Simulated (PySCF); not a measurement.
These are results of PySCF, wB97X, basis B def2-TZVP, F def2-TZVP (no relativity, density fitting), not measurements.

```xyz
4
charge 0 multiplicity 1, angstrom
B     0.0000    0.0000    0.0000
F     1.3161    0.0000    0.0000
F    -0.6580    1.1398    0.0000
F    -0.6580   -1.1398    0.0000
```

BF3 (singlet), along the line from B1 (at 0) through F2 (at 1.316 Å).

Q: Tabulate the fields along this line at -0.39, -0.26, -0.13, 0.07, 0.20, 0.33, 0.46, 0.59, 0.72, 0.86, 0.99, 1.12, 1.25, 1.45, 1.58, 1.71, 1.84, 1.97, 2.11 Å.

A: 
```json
{"distance (Å)": "-0.39", "electron density (e/Å³)": "1.11", "electron localisation function": "0.0481", "electrostatic potential (V)": "61.7"}
{"distance (Å)": "-0.26", "electron density (e/Å³)": "4.7", "electron localisation function": "0.524", "electrostatic potential (V)": "119"}
{"distance (Å)": "-0.13", "electron density (e/Å³)": "42.8", "electron localisation function": "0.999", "electrostatic potential (V)": "325"}
{"distance (Å)": "0.07", "electron density (e/Å³)": "141", "electron localisation function": "1", "electrostatic potential (V)": "822"}
{"distance (Å)": "0.20", "electron density (e/Å³)": "13.7", "electron localisation function": "0.957", "electrostatic potential (V)": "182"}
{"distance (Å)": "0.33", "electron density (e/Å³)": "2.22", "electron localisation function": "0.09", "electrostatic potential (V)": "83.6"}
{"distance (Å)": "0.46", "electron density (e/Å³)": "1.45", "electron localisation function": "0.247", "electrostatic potential (V)": "47.4"}
{"distance (Å)": "0.59", "electron density (e/Å³)": "1.86", "electron localisation function": "0.779", "electrostatic potential (V)": "31.9"}
{"distance (Å)": "0.72", "electron density (e/Å³)": "2.84", "electron localisation function": "0.848", "electrostatic potential (V)": "30.3"}
{"distance (Å)": "0.86", "electron density (e/Å³)": "4.77", "electron localisation function": "0.819", "electrostatic potential (V)": "47.3"}
{"distance (Å)": "0.99", "electron density (e/Å³)": "8.14", "electron localisation function": "0.64", "electrostatic potential (V)": "104"}
{"distance (Å)": "1.12", "electron density (e/Å³)": "15", "electron localisation function": "0.113", "electrostatic potential (V)": "284"}
{"distance (Å)": "1.25", "electron density (e/Å³)": "337", "electron localisation function": "0.995", "electrostatic potential (V)": "1390"}
{"distance (Å)": "1.45", "electron density (e/Å³)": "46.7", "electron localisation function": "0.362", "electrostatic potential (V)": "537"}
{"distance (Å)": "1.58", "electron density (e/Å³)": "11.1", "electron localisation function": "0.444", "electrostatic potential (V)": "162"}
{"distance (Å)": "1.71", "electron density (e/Å³)": "6.06", "electron localisation function": "0.818", "electrostatic potential (V)": "60.5"}
{"distance (Å)": "1.84", "electron density (e/Å³)": "2.9", "electron localisation function": "0.851", "electrostatic potential (V)": "24.3"}
{"distance (Å)": "1.97", "electron density (e/Å³)": "1.31", "electron localisation function": "0.82", "electrostatic potential (V)": "10"}
{"distance (Å)": "2.11", "electron density (e/Å³)": "0.591", "electron localisation function": "0.747", "electrostatic potential (V)": "4.09"}
```

On a grid of 0.07 Å the density has a local minimum along the bond near 0.46 Å from B, at 1.45 e/Å³, where the ELF is 0.25.
